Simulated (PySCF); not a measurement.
Compound: C5H7F3S.
Z-matrix (Å and degrees, PBE0-D3(BJ)/def2-SVP geometry), rows numbered from 1:
```
C 
S   1  1.8058
C   2  1.7461  1   99.97
C   3  1.3414  2  125.84  1   156.53
C   4  1.4997  3  121.28  2   174.53
F   5  1.3677  4  111.46  3     1.81
C   4  1.4934  3  123.13  2    -4.07
F   7  1.3590  4  109.77  3  -133.69
F   7  1.3573  4  110.74  3   109.01
H   1  1.0982  2  106.67  3   171.48
H   1  1.0989  2  111.57  3   -69.35
H   1  1.0997  2  110.53  3    53.42
H   3  1.0952  2  115.99  1   -27.12
H   5  1.1034  4  109.83  3   122.79
H   5  1.1050  4  109.71  3  -119.01
H   7  1.1031  4  112.46  3   -12.76
```

Linear response at PBE0/def2-SVPD (PySCF, frozen core in the response, non-relativistic).

Static isotropic polarisability: 88.27 au (13.08 Å³), principal values 64.8, 78.4, 121.5 au.

**Question.** What is the polarisability at 1064 nm and at the sodium D line?

**Answer.** 89.25 au at 1064 nm (+1.1 %), 91.69 au at 589.3 nm (+3.9 %). The rise at 589.3 nm is 3.49 times that at 1064 nm; a pure ω² law gives 3.26. The lowest singlet lies at 241 nm, shorter than both wavelengths.

**Question.** What is the isotropic C6 coefficient between two such molecules, C6 = (3/π)∫α(iω)² dω?

**Answer.** 3184 au (Eh·bohr⁶) by a ten-point quadrature over imaginary frequencies, which is 1900 eV·Å⁶ or 184 J·nm⁶/mol.

**Question.** Which effective excitation energy ω̄ makes London's formula C6 = (3/4)α²ω̄ exact here?

**Answer.** ω̄ = 4·C6/(3α²) = 0.545 Eh = 14.8 eV. A one-pole form α(ω) = α/(1 − ω²/ω̄²) fitted to the 1064 nm value gives 11.1 eV.

**Question.** How anisotropic is the static polarisability, by Δα² = ½[(α1 − α2)² + (α2 − α3)² + (α3 − α1)²]?

**Answer.** Δα = 51.3 au, or 0.58 of the isotropic value.

**Question.** What molar refraction at the D line follows from R = (4π/3)·N_A·α′, with α′ the polarisability volume?

**Answer.** α′ = 13.59 Å³ gives R = 34.27 cm³/mol, for isolated, non-vibrating species.

**Question.** What three-body coefficient follows from the one-pole estimate C9 = (3/4)·α·C6?

**Answer.** 211000 au. This is an estimate from the two numbers above, not a computed integral.

**Question.** How many electrons N does the Slater–Kirkwood formula C6 = (3/4)·√N·α^(3/2) need to give this C6?

**Answer.** N = (4·C6/3)²/α³ = 26.2; the species has 80 electrons in all.

**Question.** The lowest 6 singlets have (eV, f): 5.15, 0.224; 5.54, 0.014; 6.10, 0.009; 6.32, 0.008; 6.73, 0.004; 6.97, 0.026. What share of the static polarisability do they carry in the sum over states α = Σ f/ω²?

**Answer.** 7.39 au, 8.4 % of α; the largest term, 6.26 au, is that of the state at 5.15 eV. Their oscillator strengths add up to 0.29. Higher states carry the rest.

**Question.** What n − 1 at the D line would an ideal gas of it have at 273.15 K and 1 atm (2.6868 × 10¹⁹ cm⁻³), by n − 1 = 2π·N·α′?

**Answer.** 22.94 × 10⁻⁴, a formal value whether or not that pressure can be reached.

One conformer stands for the species.
